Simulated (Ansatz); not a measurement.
Te₆As₄⁻. Charge -1, multiplicity 2. Geometry r2SCAN-D4/def2-SVP, that of the neutral singlet; atoms count from 1.

```xyz
10

As    0.7500    2.7479    0.5969
As   -2.3313   -1.1631    1.2969
As    2.0183   -1.4361    0.8604
As   -0.6778    0.1720   -2.0223
Te    2.4919    1.0244    1.5615
Te   -2.7890   -1.7040   -1.1289
Te    0.7376    2.7727   -1.9300
Te   -0.0900   -2.2527    2.1481
Te   -1.4894    1.2222    0.2730
Te    1.3796   -1.3831   -1.6556
```

In the def2 sets Te takes a core potential; there is no spin–orbit coupling. The gap within one spin of the charge -1 doublet nearly closes, so an electron or hole may be smeared out by delocalisation error. The structure comes from a short search, and lower isomers may exist.

(1) Estimate the Mulliken populations from the PBE/def2-SVP orbitals of Ansatz.

(2) Where does the spin sit?

(3) And the Mayer bond orders between heavy atoms (over 0.3)?

## Answers

(1) 
```json
{"atom": "As1", "charge (e)": "-0.09", "spin (α − β)": "0.19"}
{"atom": "As2", "charge (e)": "-0.09", "spin (α − β)": "0.19"}
{"atom": "As3", "charge (e)": "-0.07", "spin (α − β)": "0.15"}
{"atom": "As4", "charge (e)": "0.01", "spin (α − β)": "0.00"}
{"atom": "Te5", "charge (e)": "-0.14", "spin (α − β)": "0.05"}
{"atom": "Te6", "charge (e)": "-0.25", "spin (α − β)": "0.08"}
{"atom": "Te7", "charge (e)": "-0.25", "spin (α − β)": "0.08"}
{"atom": "Te8", "charge (e)": "-0.14", "spin (α − β)": "0.05"}
{"atom": "Te9", "charge (e)": "0.10", "spin (α − β)": "0.20"}
{"atom": "Te10", "charge (e)": "-0.08", "spin (α − β)": "0.02"}
```
Mulliken values depend strongly on the basis.

(2) Summed by element: As 0.53, Te 0.47, of 1 unpaired in all. Largest on single atoms: Te9 0.20, As1 0.19, As2 0.19.

(3) As1–Te5 1.01 (2.63 Å); As1–Te7 1.13 (2.53 Å); As1–Te9 0.64 (2.73 Å); As2–Te6 1.13 (2.53 Å); As2–Te8 1.01 (2.63 Å); As2–Te9 0.64 (2.73 Å); As3–Te5 0.90 (2.60 Å); As3–Te8 0.90 (2.60 Å); As3–Te10 0.97 (2.60 Å); As4–Te6 0.52 (2.96 Å); As4–Te7 0.52 (2.96 Å); As4–Te9 0.92 (2.65 Å); As4–Te10 1.01 (2.60 Å).
